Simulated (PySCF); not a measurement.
## A small calculation by hand: oscillator strength and radiative lifetime

Cd(Me)(OH) (CH4CdO), SMILES [CH3][Cd][OH].

The structure is a stationary point at PBE0-D3(BJ)/def2-TZVP. The def2 effective core potentials stand for the cores of Cd; spin–orbit coupling is left out. The values are those of a single conformer.

TDDFT-B3LYP/def2-SVPD run with PySCF puts the first singlet state with f over 0.02 at 5.32 eV (vertical), with the transition dipole (0.402, -0.049, -0.134) in atomic units.

Question: Find the oscillator strength, the wavelength and the radiative lifetime that this transition would have in vacuum if emission retraced absorption.

Answer: 
|μ|² = 0.1820 au, so |μ| = 1.08 D. ΔE = 5.32/27.211 = 0.1955 hartree. f = (2/3) ΔE |μ|² = 0.024 (the program prints 0.024).
λ = 1239.84/5.32 = 233 nm; ν = 42909 cm⁻¹.
Einstein's coefficient A = 0.6670 ν² f s⁻¹ (ν in cm⁻¹) = 2.9e7 s⁻¹, so τ = 1/A = 34 ns. This state is S1. The figure is the radiative limit of this one transition; relaxation, internal conversion, crossing to triplets and a medium change what is measured.
